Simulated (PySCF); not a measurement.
C₂H₃O₂, doublet, at a GFN2-xTB geometry; MP2/def2-SVPD in PySCF.

The PySCF input:
```python
from pyscf import gto, scf, mp

mol = gto.M(
    atom='''
C    -0.879281    0.003510    0.015641
O    -0.818830   -1.011327    0.656700
O     0.170849    0.700151   -0.446594
H    -1.802591    0.513737   -0.288524
C     1.414846    0.280287   -0.206134
H     1.577655   -0.618866    0.359629
H     2.195402    0.891757   -0.608989
''',
    basis='def2-svpd',
    charge=0,
    spin=1,
    verbose=4,
)

mf = scf.UHF(mol)
mf.kernel()

pt = mp.MP2(mf, frozen=4)
pt.kernel()
print('E(MP2) = %.10f' % pt.e_tot)
```

### Question
What does PySCF print? Leave out banner, timings and long lists.

### Answer

```
PySCF version 2.14.0

[INPUT] verbose = 4
[INPUT] num. atoms = 7
[INPUT] num. electrons = 31
[INPUT] charge = 0
[INPUT] spin (= nelec alpha-beta = 2S) = 1
[INPUT] symmetry False subgroup None
[INPUT] Mole.unit = angstrom
[INPUT] Symbol           X                Y                Z      unit          X                Y                Z       unit  Magmom
[INPUT]  1 C     -0.879281000000   0.003510000000   0.015641000000 AA   -1.661600276534   0.006632938697   0.029557206314 Bohr   0.0
[INPUT]  2 O     -0.818830000000  -1.011327000000   0.656700000000 AA   -1.547364442578  -1.911131052378   1.240983146002 Bohr   0.0
[INPUT]  3 O      0.170849000000   0.700151000000  -0.446594000000 AA    0.322857818656   1.323093635840  -0.843940348874 Bohr   0.0
[INPUT]  4 H     -1.802591000000   0.513737000000  -0.288524000000 AA   -3.406403304606   0.970822230056  -0.545231340364 Bohr   0.0
[INPUT]  5 C      1.414846000000   0.280287000000  -0.206134000000 AA    2.673671448436   0.529665666276  -0.389536804961 Bohr   0.0
[INPUT]  6 H      1.577655000000  -0.618866000000   0.359629000000 AA    2.981335869051  -1.169487247805   0.679600316451 Bohr   0.0
[INPUT]  7 H      2.195402000000   0.891757000000  -0.608989000000 AA    4.148708513322   1.685176499664  -1.150822422873 Bohr   0.0

nuclear repulsion = 115.304377225215
number of shells = 46
number of NR pGTOs = 156
number of NR cGTOs = 110
basis = def2-svpd
ecp = {}

******** <class 'pyscf.scf.uhf.UHF'> ********
method = UHF
initial guess = minao
damping factor = 0
level_shift factor = 0
DIIS = <class 'pyscf.scf.diis.CDIIS'>
diis_start_cycle = 1
diis_space = 8
diis_damp = 0
SCF conv_tol = 1e-09
SCF conv_tol_grad = None
SCF max_cycles = 50
direct_scf = True
direct_scf_tol = 1e-13
number electrons alpha = 16  beta = 15
Set gradient conv threshold to 3.16228e-05
init E= -227.664142639397

cycle= 1 E= -226.84119719025  delta_E= 0.823  |g|= 0.543  |ddm|= 2.24
cycle= 2 E= -226.93162542826  delta_E= -0.0904  |g|= 0.393  |ddm|= 0.84
cycle= 3 E= -226.989248580337  delta_E= -0.0576  |g|= 0.064  |ddm|= 0.415
cycle= 4 E= -226.992938119681  delta_E= -0.00369  |g|= 0.0305  |ddm|= 0.116
cycle= 5 E= -226.993978088594  delta_E= -0.00104  |g|= 0.0126  |ddm|= 0.0579
cycle= 6 E= -226.994273025571  delta_E= -0.000295  |g|= 0.00697  |ddm|= 0.0314
cycle= 7 E= -226.994356135261  delta_E= -8.31e-05  |g|= 0.00215  |ddm|= 0.0202
cycle= 8 E= -226.994365003816  delta_E= -8.87e-06  |g|= 0.000935  |ddm|= 0.00541
cycle= 9 E= -226.994367174211  delta_E= -2.17e-06  |g|= 0.000576  |ddm|= 0.0022
cycle= 10 E= -226.994368190167  delta_E= -1.02e-06  |g|= 0.000437  |ddm|= 0.00138
cycle= 11 E= -226.994369040458  delta_E= -8.5e-07  |g|= 0.00033  |ddm|= 0.00147
cycle= 12 E= -226.994369879732  delta_E= -8.39e-07  |g|= 0.000192  |ddm|= 0.00217
cycle= 13 E= -226.994370184014  delta_E= -3.04e-07  |g|= 8.5e-05  |ddm|= 0.00169
cycle= 14 E= -226.99437021414  delta_E= -3.01e-08  |g|= 5.51e-05  |ddm|= 0.00046
cycle= 15 E= -226.994370221713  delta_E= -7.57e-09  |g|= 2.45e-05  |ddm|= 0.000223
cycle= 16 E= -226.994370223004  delta_E= -1.29e-09  |g|= 1.12e-05  |ddm|= 9.23e-05
cycle= 17 E= -226.994370223178  delta_E= -1.74e-10  |g|= 4.62e-06  |ddm|= 2.72e-05
Extra cycle  E= -226.994370223201  delta_E= -2.35e-11  |g|= 3.02e-06  |ddm|= 6.8e-06
converged SCF energy = -226.994370223201  <S^2> = 0.76310446  2S+1 = 2.0130618

******** <class 'pyscf.mp.ump2.UMP2'> ********
nocc = (np.int64(12), np.int64(11)), nmo = (106, 106)
frozen orbitals 4
E(UMP2) = -227.626487846852  E_corr = -0.632117623650717
E(SCS-UMP2) = -227.608547787483  E_corr = -0.61417756428141
E_corr(same-spin) = -0.166573366268597
E_corr(oppo-spin) = -0.465544257382121
E(MP2) = -227.6264878469
```
